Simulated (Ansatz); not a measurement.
Coupled-cluster diagnostics for (LiH)4 cube (Li4H4), Ansatz.

Geometry of the singlet (PBE-D4/def2-TZVP):

```xyz
8

Li   -1.155    0.230   -0.969
H    -1.422   -0.330    0.755
Li   -0.159    0.918    1.208
H     0.006    1.566   -0.497
Li    1.320    0.306   -0.700
H     0.172   -0.989   -1.301
Li   -0.006   -1.454    0.462
H     1.244   -0.248    1.044
```

Correlated methods freeze no core orbitals; core or outer-core shells of Li are correlated, in sets that lack core-valence functions.

(1) Estimate the CCSD(T) correlation energy, the shares of MP2 and (T), T1 and the reference's ⟨S²⟩ for: charge 0, singlet, own geometry in def2-TZVPP; charge 0, singlet, own geometry in def2-TZVPD; charge 1, doublet, vertical in def2-TZVPP; charge -1, doublet, vertical in def2-TZVPD; and the rough time on 4 threads of Arm Neoverse V1 on a shared host.

## Answers

(1) 
```tsv
state	basis	correlation (eV)	MP2 share (%)	(T) share (%)	T1	⟨S²⟩ (pure)	wall time	remarks
charge 0, singlet, own geometry	def2-TZVPP	-8.078	83.2	0.7	0.005	0.00 (0.00)	3.9 s	–
charge 0, singlet, own geometry	def2-TZVPD	-7.526	82.5	0.7	0.006	0.00 (0.00)	2.1 s	–
charge 1, doublet, vertical	def2-TZVPP	-7.252	82.3	1.0	0.029	0.76 (0.75)	16 s	–
charge -1, doublet, vertical	def2-TZVPD	-7.731	82.0	0.9	0.019	0.75 (0.75)	9 s	HOMO above zero
```
Customary marks for T1 are 0.02 (closed shells), 0.045 (open shells) and about 0.05 (3d metals). T1 exceeds 0.02 in 1 of 4 rows and 0.045 in 0; the higher it lies, the less the single-reference result can be trusted.
